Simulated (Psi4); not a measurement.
H₇NSi₂, triplet, at the geometry of the source list (a higher spin typed on purpose: for a closed-shell molecule this is an excited state). Base run: CCSD/STO-3G (Psi4 1.11).

Here is a job for Psi4.
```
memory 2 GB

molecule mol {
0 3
  Si    1.505600   -0.273400    0.362500
  N     0.071300   -0.102000   -0.591400
  Si   -1.522700    0.375800   -0.114700
  H     2.599900   -0.418600   -0.597900
  H     1.628100    0.937900    1.169000
  H     1.449400   -1.450200    1.239200
  H     0.100600   -0.606100   -1.463000
  H    -2.203100   -0.667200    0.663500
  H    -2.247700    0.620600   -1.361900
  H    -1.381400    1.583100    0.694700
}

set basis sto-3g
set reference uhf

energy('ccsd')
print_variables()
```

Variants of this job, named by their change:

```csv
change,ΔE vs base (kcal/mol),MP2 correlation (Eh),CC correlation without the perturbative part (Eh),basis functions,outcome
base,0.000,-0.12016,-0.16907,30,converged
puream = off,0.000,-0.12016,-0.16907,30,converged
method = cisd,-,-,-,-,input refused
method = ccsd(t),-1.31,-0.12016,-0.16907,30,converged
puream = on,0.000,-0.12016,-0.16907,30,converged
freeze_core = on,___,___,___,30,converged
method = mp2.5,___,-0.12013,-,30,converged
cc_type = df,-0.422,-0.12013,-0.16906,30,converged
method = mp3,10.22,-0.12013,-,30,converged
method = lccd,-1.27,-0.12016,-,30,converged
```

Problem. Fill in the missing entries.

Solution. 
- freeze_core = on, ΔE vs base (kcal/mol): 3.95
- freeze_core = on, MP2 correlation (Eh): -0.11311
- freeze_core = on, CC correlation without the perturbative part (Eh): -0.16279
- method = mp2.5, ΔE vs base (kcal/mol): 20.25

Open shells are given as the SCF converged; they aren't shown to be the lowest states, and a large step between rows can be another state.

- method = cisd: ended with `psi4.driver.p4util.exceptions.MissingMethodError: Method=cisd is not available for any derivative level under conditions CI_TYPE=CONV, REFERENCE=UHF, FREEZE_CORE=FALSE, QC_MODULE=(auto). See https://psicode.org/psi4manual/master/introduction.html#ss-cisd. Or d`
